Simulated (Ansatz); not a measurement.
Breaking a bond: SeBe, lowest singlet found (which spin is the ground state isn't settled by this scan).

- RKS-PBE = restricted PBE/cc-pVDZ (Ansatz, a first-principles code)
- UKS-PBE = Ansatz with unrestricted PBE/cc-pVDZ
- RKS-B3LYP = restricted B3LYP/cc-pVDZ in Ansatz
- FCI = full CI/cc-pVDZ, cores with 3d frozen in Ansatz

Energies relative to the lowest point of each curve between 1.54 and 2.24 Å, where full CI is lowest, in eV; the last columns give the error against full CI:

```tsv
R / Å	RKS-PBE	UKS-PBE	RKS-B3LYP	FCI	RKS-PBE − FCI	UKS-PBE − FCI	RKS-B3LYP − FCI
1.54	2.168	2.168	2.081	2.362	-0.194	-0.194	-0.281
1.68	0.620	0.620	0.570	0.709	-0.089	-0.089	-0.139
1.78	0.142	0.142	0.119	0.178	-0.036	-0.036	-0.059
1.87	0.000	0.000	0.000	0.000	0.000	0.000	0.000
1.97	0.056	0.055	0.079	0.026	0.030	0.030	0.054
2.03	0.164	0.156	0.199	0.118	0.045	0.038	0.081
2.10	0.337	0.313	0.386	0.277	0.060	0.037	0.109
2.19	0.611	0.552	0.672	0.533	0.078	0.019	0.139
2.24	0.779	0.685	0.845	0.691	0.088	-0.007	0.153
```

RKS-PBE is furthest from FCI at 1.54 (-0.194 eV, below); its mean absolute error over the points is 0.069 eV.

UKS-PBE is furthest from FCI at 1.54 (-0.194 eV, below); its mean absolute error over the points is 0.050 eV.

RKS-B3LYP is furthest from FCI at 1.54 (-0.281 eV, below); its mean absolute error over the points is 0.113 eV.

The scan ran from 1.54 to 7.36 Å; beyond the distances shown full CI changes its symmetry label. The restricted form behind RKS-PBE, RKS-B3LYP keeps the bonding electrons paired and can't separate into open-shell fragments. The unrestricted determinant behind UKS-PBE is spin-contaminated at 1.97 to 2.24 Å (<S²> up to 0.6, against 0.00 for a pure singlet). Also computed but left out beside FCI, since their determinant holds another spin at the minimum (<S²> over 0.7 above the pure value): UHF, UMP2/6-31G*.
